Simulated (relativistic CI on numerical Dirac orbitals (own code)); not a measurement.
Sm XXIII: q coefficients and field-shift factors

Calculated at this level of theory: Dirac-Coulomb-Breit CI, KLI orbitals optimised for each configuration, derivatives by finite differences, unscaled Slater integrals, QED left out (own radial code, finite nucleus).

Configurations in the expansion (outside the closed core [Ar] 3d10 4s2): 4p6 4d4, 4p5 4d5, 4p6 4d3 4f, 4p6 4d2 5s2, 4p6 4d 4f 5s2. Double excitations out of closed p, d and f shells are left out; levels of such configurations are missing from the list, as are those of other unlisted configurations, and high levels can miss mixing partners.

With x = (α/α₀)² − 1 an excitation energy changes as ω = ω₀ + qx; K = 2q/ω₀ is the relative enhancement. Terms are leading LS components, so labels can repeat. The field-shift factor is F = δν/δ⟨r²⟩ for the transition from the lowest level.

Lowest level 4p6 4d4 5D_0.

```csv
Level,ω₀ (cm⁻¹),q (cm⁻¹),K,F (GHz/fm²)
4p6 4d4 5D_1,29106.9,46940,3.23,0.675
4p6 4d4 5D_2,48453.3,66490,2.74,0.986
4p6 4d4 5D_3,59771.7,69260,2.32,1.07
4p6 4d4 5D_4,60595.6,52100,1.72,0.866
4p6 4d4 5D_0,86556.2,85320,1.97,1.37
4p6 4d4 3H_4,90588.6,89740,1.98,1.43
4p6 4d4 3G_3,100781.4,79790,1.58,1.36
4p6 4d4 3F_2,102472.2,73110,1.43,1.29
4p6 4d4 3H_5,108606.6,90250,1.66,1.51
4p6 4d4 3P_1,112888.8,94900,1.68,1.59
4p6 4d4 3H_6,116172.3,92080,1.59,1.57
4p6 4d4 3G_4,126621.9,94730,1.5,1.64
4p6 4d4 3D_2,129932.0,93810,1.44,1.64
```

At this charge energies of transitions that change n are usually good to better than 1 %, and those within a shell (Δn = 0) to a few per cent. Terms inside the open d or f shell come out 10 to 20 % too wide with unscaled integrals.
